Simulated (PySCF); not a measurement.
**EPR parameters of C7H10F**

Compound: C₇H₁₀F (doublet state).
Cartesian coordinates in Å at the GFN2-xTB level; atoms count from 1:
```xyz
18
C7H10F angstrom
C      3.3263   -0.0945    0.6293
C      2.2068    0.2887    0.8091
C      0.8189    0.7111    0.9560
C      0.0312    0.1772   -0.1932
C     -0.7057   -1.1036   -0.0745
C     -2.1530   -0.8732    0.4039
C     -0.0735    1.0007   -1.4139
F     -0.9413    2.0923   -1.2247
H      4.3169   -0.4156    0.5028
H      0.4364    0.3275    1.9061
H      0.7852    1.8052    0.9735
H     -0.7408   -1.6084   -1.0443
H     -0.1997   -1.7592    0.6384
H     -2.1553   -0.4245    1.3942
H     -2.6897   -1.8178    0.4451
H     -2.6699   -0.2033   -0.2783
H      0.8858    1.4585   -1.6880
H     -0.4873    0.4452   -2.2604
```

The hyperfine couplings belong to this conformer and change with its torsions.

Identity: `C#CC[C](CC)CF` [radical].

Theory: UKS B3LYP, pcH-1 on C F H, non-relativistic, mean-field spin-orbit, GIAO in PySCF. Geometry: GFN2-xTB, one conformer, isolated molecule. The geometry wasn't refined by DFT: couplings that depend on bond lengths, twists or pyramidal angles can differ widely from those at the functional's own minimum. Stability of the SCF solution: not tested.

| Property | Result |
| --- | --- |
| g1, g2, g3 | 2.00207, 2.00214, 2.00268 |
| g_iso | 2.00230 |
| Form of g | close to axial: the two nearest values differ by 12 % of g3 − g1 |
| ⟨S²⟩ | 0.7539 (exact 0.7500) |
| α and β electrons | 31, 30 |
| HOMO–LUMO gap, α and β orbitals | 6.43, 5.58 eV |

Isotropic coupling and dipolar principal values T1 to T3, in 10⁻⁴ cm⁻¹ (1 × 10⁻⁴ cm⁻¹ = 2.998 MHz):

| atom | isotope | a_iso | T1 | T2 | T3 | Mulliken spin population |
| --- | --- | --- | --- | --- | --- | --- |
| C1 | 13C | 2.3 | -1.3 | -0.5 | 1.9 | 0.03 |
| C2 | 13C | 28.9 | -1.6 | -0.9 | 2.5 | 0.02 |
| C3 | 13C | -8.9 | -0.8 | 0.2 | 0.5 | -0.07 |
| C4 | 13C | 31.0 | -26.6 | -26.5 | 53.1 | 0.96 |
| C5 | 13C | -10.1 | -0.8 | 0.2 | 0.6 | -0.08 |
| C6 | 13C | 26.9 | -1.9 | -1.9 | 3.8 | 0.05 |
| C7 | 13C | -6.7 | -0.8 | 0.0 | 0.9 | -0.04 |
| F8 | 19F | 102.1 | -35.1 | -33.2 | 68.3 | 0.04 |
| H9 | 1H | -0.5 | -0.8 | -0.2 | 1.0 | 0.00 |
| H10 | 1H | 8.0 | -1.5 | -1.4 | 2.9 | 0.01 |
| H11 | 1H | 11.7 | -1.5 | -1.4 | 2.9 | 0.01 |
| H12 | 1H | 12.2 | -1.6 | -1.5 | 3.0 | 0.02 |
| H13 | 1H | 8.9 | -1.5 | -1.4 | 2.9 | 0.01 |
| H14 | 1H | -1.4 | -1.7 | -0.7 | 2.4 | 0.00 |
| H15 | 1H | 5.4 | -1.2 | -0.6 | 1.7 | 0.01 |
| H16 | 1H | -1.1 | -1.8 | -0.7 | 2.5 | 0.00 |
| H17 | 1H | 14.6 | -2.2 | -0.8 | 3.1 | 0.02 |
| H18 | 1H | 0.2 | -2.0 | -1.3 | 3.3 | 0.00 |

Largest spin populations (Mulliken): C4 (+0.96), C5 (-0.08) and C3 (-0.07). C4 is the only atom above +0.15. The positive populations add up to 1.18 and the negative ones to -0.18, together 2S = 1. The angles at C4 add up to 359.9°, so it is planar.

Axes: g3 points within 14° of the C4–C7 bond.

Under fast tumbling the dipolar parts average out, and these isotropic splittings remain: 1 × 19F (F8, I = 1/2, 2 lines) with 10.92 mT, 2 × 1H (H12/H13, I = 1/2, 3 lines) with 1.13 mT, 2 × 1H (H10/H11, I = 1/2, 3 lines) with 1.05 mT, 2 × 1H (H17/H18, I = 1/2, 3 lines) with 0.79 mT, 3 × 1H (H14/H15/H16, I = 1/2, 4 lines) with 0.10 mT and 1 × 1H (H9, I = 1/2, 2 lines) with 0.06 mT.

Class means assume fast exchange of nuclei equivalent by connectivity; if that motion is slow, each nucleus keeps its own coupling. The three 1H nuclei of mean +2.9 MHz run from -4.1 to 16.2 MHz in the frozen geometry. The 1H value of +22.2 MHz is a mean of couplings from 0.6 to 43.8 MHz in this one geometry, not an average over conformers. The 1H value of +29.5 MHz is a mean of couplings from 23.8 to 35.2 MHz in this one geometry, not an average over conformers.

The 13C coupling of C4 (93.0 MHz) shows only in satellite lines or after enrichment, since that isotope makes up about 1.07 % of natural carbon.
